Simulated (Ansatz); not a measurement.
Cost and result up the ladder for Cs3 (3 atoms). Charge 0, multiplicity 2. Geometry: PBE/def2-TZVP.

```xyz
3

Cs   -2.2163    1.6872   -1.8513
Cs   -1.0368   -2.0465    1.1569
Cs    3.2531    0.3593    0.6945
```

Ansatz on 4 threads of Arm Neoverse V2 on a shared host. Times are rough, and most runs start from the orbitals of an earlier one. PBE0/def2-TZVPD serves as the yardstick here, not as an exact answer. Differences are given only for rows in sets of like size (and for xTB, whose basis is part of the method), since another set adds its own error. Binding counts from free atoms at the same level (Cs doublet; other spins of the atoms weren't run), without zero-point energy or a counterpoise term.

In the def2 sets Cs takes a core potential; there is no spin–orbit coupling. Correlated methods freeze no core orbitals; core or outer-core shells of Cs are correlated, in sets that lack core-valence functions. In CCSD on the charge 0 doublet the largest single amplitude is 0.24, so its Hartree–Fock determinant may place the open shell otherwise than the density functionals do. The structure comes from a short search, and lower isomers may exist.

Run but left out: MP2/def2-TZVP, CCSD(T)/def2-TZVPD (⟨S²⟩ 1.22 to 1.35, where a pure state has 0.75).

Correlated methods converge slowly with the basis.

```
                       level  functions  binding energy per atom (eV)  difference from PBE0/def2-TZVPD (eV)                                          remarks
             PBE0/def2-TZVPD         96                          0.22                                  0.00                                                –
              PBE/def2-TZVPD         96                          0.25                                  0.03                                                –
              BLYP/def2-TZVP         87                          0.18                                 -0.04                                                –
           RPA@PBE/def2-TZVP         87                          0.15                                 -0.07                                                –
           r2SCAN0/def2-TZVP         87                          0.18                                 -0.04                    spin-contaminated (⟨S²⟩ 0.89)
            r2SCAN/def2-TZVP         87                          0.18                                 -0.03                    spin-contaminated (⟨S²⟩ 0.87)
         CAM-B3LYP/def2-TZVP         87                          0.14                                 -0.08                    spin-contaminated (⟨S²⟩ 0.84)
                PBE/def2-SVP         72                          0.24                                     –                                                –
           r2SCANh/def2-TZVP         87                          0.18                                 -0.04                    spin-contaminated (⟨S²⟩ 0.88)
          CCSD(T)/def2-TZVPP        108                          0.17                                 -0.05  large T1 (0.068), spin-contaminated (⟨S²⟩ 1.29)
       LDA (SPW92)/def2-TZVP         87                          0.28                                  0.06                                                –
           r2SCAN/def2-TZVPD         96                          0.19                                 -0.03                    spin-contaminated (⟨S²⟩ 0.89)
               PBE/def2-TZVP         87                          0.24                                  0.02                                                –
PBE0/def2-TZVP (with forces)         87                          0.21                                 -0.01                                                –
```

(1) Estimate how long each takes.

Results:

(1) LDA (SPW92)/def2-TZVP 1.1 s; PBE/def2-SVP 2.1 s; PBE/def2-TZVPD 2.5 s; PBE/def2-TZVP 2.5 s; BLYP/def2-TZVP 2.6 s; RPA@PBE/def2-TZVP 2.7 s; PBE0/def2-TZVPD 3.2 s; CAM-B3LYP/def2-TZVP 3.2 s; CCSD(T)/def2-TZVPP 11 s; r2SCANh/def2-TZVP 12 s; r2SCAN0/def2-TZVP 12 s; r2SCAN/def2-TZVP 13 s; r2SCAN/def2-TZVPD 15 s; PBE0/def2-TZVP (with forces) 30 s. On shared hardware such times vary by a factor of up to 3.
